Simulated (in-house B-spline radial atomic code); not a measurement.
# Response and correlation of Cl⁵⁺

Closed shell [Ne] 3s2. Computed with an all-electron radial atomic-structure program (B-spline basis): Dirac-Hartree-Fock, relativistic RPA (time-dependent Dirac-Hartree-Fock) for the response and second-order many-body perturbation theory for correlation, no-pair Dirac-Coulomb Hamiltonian, finite nucleus.

Command:
```bash
python run_mb.py task.json out
```
Settings (nuclear radius in fm, box in bohr, cutoff in hartree):
```
basis_form          2
Z                   17
core_configuration  [Ne] 3s2
rms_radius          3.3654
mass_number         35
speed_of_light      137.036
box_radius          10.732
lmax                7
intervals           63
virtual_cutoff      7225.0
```

Run time, properties included: 1.2 s on 1 thread of Arm Neoverse V2, on a shared host.

```csv
"multipole (bohr³, bohr⁵, bohr⁷)",uncoupled,coupled RPA
dipole,2.4526,?
quadrupole,2.4195,3.0655
octupole,5.0163,5.832
```

Problem. What is the coupled dipole polarisability?

Solution. 3.008 atomic units, +23 % against the uncoupled value.

Problem. Which subshells carry the dipole polarisability?

Solution. 3s1/2 100.5 %, 2p3/2 -0.3 %, 2p1/2 -0.1 %.

Problem. What does the dipole shielding factor come to?

Solution. The dipole shielding factor is 0.706, against the exact N/Z = 12/17 = 0.706 of the non-relativistic theorem.

Dipole polarisability at imaginary frequency:

```json
{"u (Eh)": "0", "α(iu) (bohr³)": "3.008"}
{"u (Eh)": "0.735", "α(iu) (bohr³)": "1.419"}
{"u (Eh)": "2.2", "α(iu) (bohr³)": "0.3302"}
{"u (Eh)": "4.41", "α(iu) (bohr³)": "0.1263"}
{"u (Eh)": "7.35", "α(iu) (bohr³)": "0.06715"}
{"u (Eh)": "14.7", "α(iu) (bohr³)": "0.02754"}
{"u (Eh)": "29.4", "α(iu) (bohr³)": "0.009463"}
{"u (Eh)": "73.5", "α(iu) (bohr³)": "0.001852"}
```

Problem. What dispersion coefficients follow for two such ions (the dispersion part alone)?

Solution. C6 = (3/π)∫α(iu)²du = 4.819 hartree·bohr⁶ and C8 = 33.4 hartree·bohr⁸.

Lowest J = 1 odd-parity excitations:

```json
{"energy (eV)": "9.928", "oscillator strength": "8.96e-05", "leading channel": "3s1/2 → p1/2", "weight": "0.679"}
{"energy (eV)": "18.184", "oscillator strength": "1.29", "leading channel": "3s1/2 → p3/2", "weight": "0.677"}
{"energy (eV)": "54.752", "oscillator strength": "0.000453", "leading channel": "3s1/2 → p1/2", "weight": "0.709"}
{"energy (eV)": "55.499", "oscillator strength": "0.141", "leading channel": "3s1/2 → p3/2", "weight": "0.709"}
{"energy (eV)": "70.929", "oscillator strength": "0.000272", "leading channel": "3s1/2 → p1/2", "weight": "0.722"}
{"energy (eV)": "71.197", "oscillator strength": "0.0591", "leading channel": "3s1/2 → p3/2", "weight": "0.722"}
{"energy (eV)": "79.777", "oscillator strength": "0.000224", "leading channel": "3s1/2 → p1/2", "weight": "0.729"}
{"energy (eV)": "79.956", "oscillator strength": "0.0407", "leading channel": "3s1/2 → p3/2", "weight": "0.729"}
```

For an outer ns² shell RPA puts the lowest triplet far too low, and second order misses the ns²-np² near-degeneracy.

Second-order correlation energy by the highest angular momentum of the excited pair (hartree): s -0.01906, p -0.1773, d -0.1921, f -0.05105, g -0.01946, h -0.007492, i -0.003473, k -0.001819.

Problem. What is the second-order correlation energy at the partial-wave limit?

Solution. The listed waves sum to -0.47178 hartree; extrapolating the increments as (l + 1/2)⁻⁴ gives -0.47549 hartree, -1.08 eV per electron.
